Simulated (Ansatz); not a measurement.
Wavefunction ladder for CH4Cl2O2Si, SMILES `CO[Si](O)(Cl)Cl`

Cartesian coordinates in Å:
```
C -0.6272 -0.7623 -1.3245
O -0.5793 -0.4507 0.0543
Si 0.5536 0.4275 0.7946
O 0.1993 0.5693 2.3640
Cl 0.6700 2.2559 -0.1128
Cl 2.3742 -0.4584 0.6765
H 0.2378 -1.3640 -1.6174
H -1.5360 -1.3366 -1.5035
H -0.6536 0.1473 -1.9312
H -0.6387 0.9719 2.5998
```

Charge 0, multiplicity 1. The structure was optimised at the PBE0-D4/def2-TZVP level. It is one conformer, not always the lowest. Frozen core, restricted reference, the Gaussian-basis code of Ansatz. CBS rows extrapolate triple and quadruple zeta; past MP2 they add the triple-zeta difference.

| basis | HF (Eh) | MP2 corr. | CCSD corr. | (T) | CCSD(T) total |
| --- | --- | --- | --- | --- | --- |
| def2-TZVPP | -1398.19286 | -1.13688 | -1.18435 | ? | ? |
| def2-QZVPP | ? | ? | – | – | – |
| CBS(def2) | -1398.24325 | -1.31085 | ? | as TZ | ? |

(1) Fill in the withheld values. (An estimate is asked.)

Results:

(1) Computed: def2-TZVPP (T): -0.04671; def2-TZVPP CCSD(T) total: -1399.42392; def2-QZVPP HF (Eh): -1398.23715; def2-QZVPP MP2 corr.: -1.23682; CBS(def2) CCSD corr.: -1.35832; CBS(def2) CCSD(T) total: -1399.64828.
